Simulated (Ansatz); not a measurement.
A structure relaxed at B3LYP-D4/def2-TZVP in Ansatz, charge 0, singlet:

```xyz
3

Cu   -1.455    0.327   -0.045
Cu    0.895   -0.206   -1.175
Te    0.560   -0.122    1.220
```

(1) Give its formula and point group.

(2) Summarise the bond lengths by kind (pairs closer than 1.2 times the sum of covalent radii, bridged metal pairs left out).

Answers

(1) Cu₂Te. Point group C2v (tolerance 0.1 Å).

(2) 2 × Cu–Te 2.42 Å.

In the def2 sets Te takes a core potential; there is no spin–orbit coupling. The structure comes from a short search, and lower isomers may exist.
